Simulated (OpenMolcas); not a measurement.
Co⁵⁺: CASPT2 settings compared

- Program: OpenMolcas 26.06
- Basis: ANO-L-VQZP [7s6p4d3f2g]
- Scalar Hamiltonian: non-relativistic, point nucleus
- Active space: 4 electrons in 5 orbitals (3d)
- State averaging: 2S+1 = 5 even, 5 roots; 2S+1 = 3 even, 35 roots kept (CI in the orbitals of an earlier block); 2S+1 = 1 even, 35 roots kept (CI in the orbitals of an earlier block)
- Spin-orbit coupling: state interaction with AMFI integrals over the reference wave functions, term energies averaged over their components

Methods on the same reference wave functions:
A. CASSCF
B. SS-CASPT2, IPEA 0.1 Eh, sigma2 regulariser 0.05 Eh (closed shells correlated: 3s 3p)
C. SS-CASPT2, IPEA 0 Eh, real shift 0.1 Eh (closed shells correlated: 3s 3p)
D. SS-CASPT2, IPEA 0.4 Eh, sigma2 regulariser 0.2 Eh (closed shells correlated: none)

Energies in cm-1 above 3d4 5D0, the measured ground level; measured values from Sugar and Corliss, J. Phys. Chem. Ref. Data 10, 1097 (1981).

```csv
Level,A,B,C,D,Measured
3d4 5D0,0.0,0.0,0.0,0.0,0.0
3d4 5D1,207,211,211,210,204
3d4 5D2,606,615,616,613,589
3d4 5D3,1177,1188,1188,1185,1125
3d4 5D4,1898,1905,1906,1904,1782
3d4 3H4,30712,28980,28830,29960,28377
3d4 3H5,31156,29450,29300,30420,28806
3d4 3H6,31643,29970,29830,30920,29234
3d4 3P0,32583,27390,27170,28920,27166
3d4 3P1,33825,28680,28460,30170,28462
3d4 3F2,35472,30980,30750,32870,30555
3d4 3F3,35541,31080,30860,32990,30635
3d4 3F4,35758,31320,31090,33220,30817
3d4 3P2,35960,30800,30580,32300,30506
3d4 3G3,38850,34760,34570,36950,34026
3d4 3G4,39376,35300,35110,37480,34475
3d4 3G5,39734,35710,35520,37890,34855
3d4 1I6,46441,44190,44090,45420,42800
3d4 1G4,49161,43350,43190,46300,41926
3d4 3D3,50069,42560,42300,46680,41676
3d4 3D2,50240,42750,42490,46840,41856
3d4 3D1,50418,42910,42650,47030,42098
3d4 1S0,57015,46380,46070,52120,45372
3d4 1D2,60831,54590,54480,55760,52740
```

Deviations, from unrounded energies. A percentage is the sum of absolute deviations over the sum of measured energies, with the sign that they share, or ± where signs differ.

```json
{"Against measurement": "mean absolute deviation (cm-1)", "Levels": "23", "A": "4700", "B": "650", "C": "490", "D": "2500"}
{"Against measurement": "fine structure of the ground term (%)", "Levels": "4", "A": "+5.1", "B": "+6.0", "C": "+6.0", "D": "+5.7"}
{"Against measurement": "other terms of the ground configuration (%)", "Levels": "19", "A": "+16.0", "B": "+2.2", "C": "±1.6", "D": "+8.6"}
```

C lies closest to measurement on these levels and A furthest from it. The largest miss of C in the table is 3d4 1D2, by +1700 cm-1. The ranking rests on the paired levels alone, and a cruder setting can come out closer through cancelling errors.

Among B to D the level of the table that moves most is 3d4 1S0, by 6100 cm-1 (lowest in C, highest in D). Moves below CASPT2's spread within the term are not significant.

The two smallest mean deviations differ by little beside CASPT2's spread within terms, so their order carries little weight.

From A to B the spin-free energies of the other terms of 3d4 shown, above 5D, scale by factors of 0.81 to 0.95, as is usual when dynamic correlation screens the repulsion within a d or f shell.

The lowest spin-free term lies below A's lowest term by 0.385 hartree in B, 0.387 hartree in C, 0.044 hartree in D.

CASPT2 breaks the degeneracy within a term, and the mean is taken; among the terms shown or strongly mixed into the levels shown the widest spread is 420 cm-1 (3d4 1I, C). Terms from blocks run as CI alone lack orbitals of their own. Without dynamic correlation excited terms often stand tens of per cent too high (terms of higher spin than the ground term too low), and those without a measured partner can miss by more than the paired ones (holds for A). Measured partners are found by configuration, term and J. A level has none where our copy of the source lacks it or the pairing is in doubt (some pairs that miss far off the trend of their configuration count as doubtful), and it then counts in no deviation. Only configurations of the active space appear. Levels that lie high or do not pair safely by name in every column are left out.
